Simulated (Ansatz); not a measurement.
## Energy profile

The step: BHSF₂ ([F][B]([F])[SH]) + H₂O → BHOF₂ ([OH][B]([F])[F]) + H₂S; bonds formed: S2–H5; dative contacts that become bonds: B1–O6; bonds broken: B1–S2, H5–O6 (atoms numbered as in the saddle structure below).

B1  (-0.582, 0.344, -0.186)
S2  (1.486, 0.469, -0.555)
F3  (-1.237, -0.083, -1.272)
F4  (-0.997, 1.492, 0.385)
H5  (0.848, -0.498, 0.553)
O6  (-0.363, -0.750, 0.840)
H7  (1.485, -0.500, -1.487)
H8  (-0.639, -0.474, 1.722)
(Å)

Electronic energies by CCSD(T) at an estimated basis limit (MP2 extrapolated from triple and quadruple zeta, plus CCSD(T) − MP2 in triple zeta), on PBE0-D4/def2-TZVP structures; BH$_{3}$SOF$_{2}$, singlet; no counterpoise correction. Computed with Ansatz 0.2.0 (basis: def2-TZVPP and def2-QZVPP); correlated methods freeze the cores. Extrapolation: Hartree–Fock as exp(−7.88 √X), correlation as X^−2.97.

Give the profile in kJ/mol, counted from the separated reactants. (Judge from chemistry; the value comes from the calculation.)

Computed:
```json
{"point": "separated: BHSF$_{2}$ (linked as [F][B]([F])[SH]; B1, S2, F3, F4, H7; singlet) + H$_{2}$O (H5, O6, H8; singlet)", "kJ/mol": "0.0"}
{"point": "start structure", "kJ/mol": "-15.6"}
{"point": "saddle", "kJ/mol": "52.0"}
{"point": "end structure", "kJ/mol": "-78.7"}
{"point": "separated: BHOF$_{2}$ (linked as [OH][B]([F])[F]; B1, F3, F4, O6, H8; singlet) + H$_{2}$S (S2, H5, H7; singlet)", "kJ/mol": "-67.2"}
```

The T1 diagnostic stays at or below 0.013.

For scale, one of the runs: CCSD(T)/def2-TZVPP, 208 basis functions, launched by `ansatz run in.yaml --threads 4 --pin off --events-out ev --progress --plain --max-ram 9574MiB`. Hardware: 4 CPU threads of an Arm Neoverse V1, shared host. Wall time 71 s; peak host memory 3 GiB.
